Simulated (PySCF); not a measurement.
SMILES O(C)[Si](OC)(OC)[OH+]C (charge +1) at its GFN2-xTB optimised geometry (Å):

```
22

C     -2.2915     1.2898     0.2637
O     -1.0366     0.6760     0.0000
Si    -0.4499    -0.8015     0.0000
O      1.1392    -0.8015     0.0000
C      2.1682    -0.2058     0.7758
O     -1.2593    -2.0110     0.6400
C     -1.5365    -2.5396     1.9277
O     -0.7214    -1.3299    -1.7056
C     -0.4001    -2.6496    -2.1714
H     -2.2275     1.8112     1.2181
H     -2.4795     2.0110    -0.5305
H     -3.0938     0.5557     0.2966
H      3.0938    -0.3127     0.2127
H      2.2583    -0.7195     1.7321
H      1.9543     0.8477     0.9444
H     -0.6295    -2.9562     2.3644
H     -1.9353    -1.7673     2.5841
H     -2.2766    -3.3274     1.7949
H     -0.4392    -0.6675    -2.3517
H      0.6782    -2.7894    -2.2300
H     -0.8190    -3.3461    -1.4507
H     -0.8600    -2.8071    -3.1456
```

Level of theory: B3LYP/def2-SVP (PySCF 2.14.0). Cells within 0.4 Å of a nucleus heavier than hydrogen are left out (blank, or x).

Map of the deformation density (molecule minus spherical neutral atoms) (e/bohr³) on the plane z = 0.0 Å:

```
|222222222222222222222222222|
|222222222222222222222222222|
|222222222222222222222222222|
|222222222222222222222222222|
|222222222222222222222222222|
|222222222222222222222222222|
|222222111122222222222222222|
|222221111112222222222222222|
|222211254111222222222222222|
|222211198001222222222222222|
|2222113xx114322211111222222|
|2222129705xx421111111122222|
|2222115302xx311110011112222|
|222211111167202210034112222|
|222221111111x15842046112222|
|22222221110xx16xx1012112222|
|222222222221103592111122222|
|222222222333101232112222222|
|222222222333211222222222222|
|222222222232211222222222222|
|222222222222222222222222222|
|222222222222222222222222222|
|222222222222222222222222222|
|222222222222222222222222222|
|222222222222222222222222222|
|222222222222222222222222222|
|222222222222222222222222222|
```
Scale: ten equal steps from -0.019 (start of '0') to 0.066 (end of '9'), in the order '0123456789'; x runs from -5.50 to 5.50, y from -5.50 (bottom) to 5.50 (top).
